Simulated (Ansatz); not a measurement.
`[NH2][GeH2][SnH3]` + `B[SeH]` → `B[Se][GeH2][NH2]` + `[SnH4]`  (cleavage of the Ge–Sn bond)

Isolated molecules relaxed with PBE0-D4/def2-TZVP in Ansatz; ΔE leaves out vibrations. CBS: MP2 limit from def2 TZ/QZ plus the TZ coupled-cluster correction, frozen cores. DFT in def2-TZVPP. def2 core potentials past Kr. For Ge, Se, Sn outer-core shells are correlated without core-valence functions, which leaves a few kJ/mol of doubt a bond. Scalar relativity is left out up to krypton. One conformer a species, not always the lowest.

```json
{"level": "ωB97M-V", "ΔE (kJ/mol)": "-23.3"}
{"level": "CCSD/CBS(def2)", "ΔE (kJ/mol)": "-16.1"}
```

Problem. What does CCSD(T)/CBS give? (Estimate.)

Solution. The calculation gave: -18.1 kJ/mol. The listed levels differ from it by -5.2, 2.0 kJ/mol.

Largest T1 diagnostic among the species: 0.013.

Leaving LDA and LC-ωPBE aside and taking each functional with its dispersion term where it has one, the values, not all of them listed here, spread over 9.2 kJ/mol, from B97M-V to PBE-D4. LDA lies −3.4 kJ/mol from PBE without D4. At CCSD(T), def2-SVP lies −6.1 kJ/mol from the extrapolated value and def2-TZVPP −7.2 kJ/mol. From BLYP to BHLYP (50 % exact exchange), in def2-TZVPP and without D4, ΔE moves by −3.9 kJ/mol.

CCSD(T)/CBS has its own doubt, a few kJ/mol and more with outer-core shells, so smaller differences from it don't rank the levels.
